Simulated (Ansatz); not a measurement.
Two members of one family (InP nanocrystals, H-capped) that differ in charge, which shifts all levels, computed with Ansatz in the gas phase; def2 core potentials for In, no spin–orbit coupling. Sets without diffuse functions give affinities that are too small. A dash marks a value that wasn't run or was left out as unsound. The structures are stationary points that may keep the symmetry of their start. Remarks come from the PBE and PBE0 runs and from stability tests at other levels; not every state was tested. A HOMO above zero means that the electron is unbound at that level and held by the basis, or that self-interaction error raises the level; the energy of removing that electron tells which. HOMO above LUMO (over both spins in singlets and doublets, within one spin in higher multiplets; at PBE or PBE0), or a gap under 0.15 eV within one spin, warns that the state may not be the lowest or that an electron is smeared out.

First: In11P12H32⁺, cut from zinc blende (singlet, charge 1, PBE-D4/def2-SVP geometry).

Cartesian coordinates in Å:
```
In -3.762 -1.691 3.408
In -4.519 2.003 -2.303
In 0.053 4.341 -1.352
In 0.388 -0.535 4.718
In 2.543 2.793 2.049
In -1.305 1.178 1.190
In -1.810 -2.801 -0.852
In 0.043 0.493 -2.583
In 1.930 -1.139 0.487
In 3.976 1.435 -2.033
In 2.740 -3.380 -3.642
P -3.631 1.812 0.221
P -1.760 0.075 3.467
P -2.564 -3.271 1.636
P 0.210 3.229 1.065
P -2.310 1.089 -3.521
P 1.588 2.487 -2.458
P 1.913 1.562 4.323
P 1.602 -2.041 2.926
P 3.428 0.911 0.527
P -0.396 -0.640 -0.342
P 0.989 -1.411 -4.104
P 2.960 -3.008 -0.979
H -3.757 -2.513 4.930
H -5.004 -0.883 2.509
H -5.626 0.685 -2.437
H -4.537 3.694 -2.632
H 0.861 5.866 -1.295
H -1.553 3.893 -1.875
H 0.412 -1.191 6.316
H 3.605 4.113 2.398
H -3.217 -2.234 -1.697
H -0.631 -3.992 -1.323
H 5.214 2.634 -2.112
H 3.857 -0.160 -2.745
H 4.243 -2.814 -4.265
H 1.791 -4.817 -3.741
H -3.986 3.016 0.907
H -4.502 0.927 0.935
H -2.232 1.163 4.275
H -3.363 -4.459 1.598
H -1.438 -3.861 2.298
H -0.388 4.130 2.008
H -2.032 1.954 -4.626
H -2.683 -0.067 -4.279
H 1.605 2.833 -3.852
H 1.341 2.572 5.163
H 3.108 1.360 5.087
H 2.858 -2.473 3.461
H 0.962 -3.319 2.864
H 4.627 0.437 1.158
H -0.181 -2.017 -4.667
H 1.427 -0.731 -5.285
H 2.571 -4.212 -0.310
H 4.343 -3.025 -0.610
```

| level | HOMO (eV) | LUMO (eV) | gap (eV) | vertical EA (eV) |
| --- | --- | --- | --- | --- |
| PBE-D4/def2-SVP | -8.30 | -4.91 | 3.40 | 3.69 |
| r2SCAN-D4/def2-SVP | -8.54 | -4.74 | 3.80 | – |
| PBE0-D4/def2-SVP | -9.27 | -4.21 | 5.06 | 3.38 |

Remarks: gap within one spin near zero at PBE or PBE0 (neutral doublet).

Second: In12P12H30, cut from wurtzite (singlet, charge 0, PBE-D4/def2-SVP geometry).

```xyz
54

In    2.0151   -4.5499   -0.3413
P     4.2688   -3.1746    0.0893
In   -1.7652   -3.7974   -0.6793
P    -3.3754   -2.9920    1.2448
P     0.3812   -2.5135   -0.2725
In    0.2386   -1.4332    2.0625
In    4.3013   -0.5927    0.4169
P     2.5422   -0.1957    2.2644
In   -3.7795   -0.4654    1.8703
P    -1.4499    0.5139    2.0437
In   -1.7216    1.6325    4.3870
In    2.5201    2.3542    2.6709
P     0.7448    2.6553    4.5501
P    -2.9288   -2.5017   -2.6562
In    0.7310   -0.8921   -2.2448
P     2.9865    0.2934   -1.6198
In   -3.2552    0.1120   -2.7189
P    -4.6410    0.3311   -0.4888
P    -0.9725    1.0380   -2.1254
In   -1.1606    2.2353    0.1481
In    2.9838    2.8637   -1.3860
P     1.2801    3.1152    0.5378
In   -0.7507    2.7050   -4.1229
P     1.6634    3.6644   -3.4808
H     1.8035   -5.4964    1.1049
H     2.1579   -5.1101   -1.9839
H     5.0031   -3.7150    1.1930
H     5.2457   -3.4490   -0.9216
H    -1.8807   -5.5180   -0.9090
H    -2.8502   -3.5863    2.4354
H    -4.6129   -3.7130    1.2089
H    -0.0033   -2.5744    3.3620
H     5.8782    0.0926    0.6830
H     3.1681   -0.7194    3.4439
H    -5.0275   -0.3133    3.0721
H    -1.7566    0.3921    5.6085
H    -2.7571    3.0244    4.2364
H     4.0570    3.1056    2.9874
H     1.3930    2.2570    5.7632
H     0.7069    4.0603    4.8250
H    -4.1228   -3.1758   -3.0748
H    -2.1360   -2.8007   -3.8090
H     0.8157   -1.6732   -3.8043
H     3.8734    0.0565   -2.7226
H    -4.2084    0.5879   -4.0942
H    -6.0040   -0.0636   -0.6938
H    -4.8778    1.7343   -0.3394
H    -2.3310    3.5315    0.1769
H     4.5309    3.6265   -1.1592
H     1.1657    4.5353    0.7033
H    -0.4817    1.8050   -5.5889
H    -1.8302    4.0468   -3.8649
H     2.5745    3.5525   -4.5792
H     1.6501    5.0944   -3.4079
```

Problem. Estimate the same table for the second.

Solution. 
| level | HOMO (eV) | LUMO (eV) | gap (eV) | vertical EA (eV) |
| --- | --- | --- | --- | --- |
| PBE-D4/def2-SVP | -5.56 | -2.12 | 3.44 | 0.97 |
| r2SCAN-D4/def2-SVP | -5.79 | -1.93 | 3.85 | – |
| PBE0-D4/def2-SVP | -6.50 | -1.42 | 5.08 | 0.65 |

Remarks: HOMO above zero (-1 doublet), gap within one spin near zero at PBE or PBE0 (-1 doublet).
